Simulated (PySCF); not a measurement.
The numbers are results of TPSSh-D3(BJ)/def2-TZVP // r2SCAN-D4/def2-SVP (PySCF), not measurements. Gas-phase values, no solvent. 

Reference species: [Hf(Cl)4] (neutral, multiplicity 1).

The LUMO is -2.65 eV. The coordination number comes out as 4.

Changed species: [Hf(Cl)(F)3] (3 of 4 Cl replaced by F; the reference has 0 of 4 Cl replaced by F).

Problem. What does the change do to the LUMO and coordination number?

Solution. the LUMO goes up by 1.01 eV, to -1.64 eV; the coordination number is nearly the same.
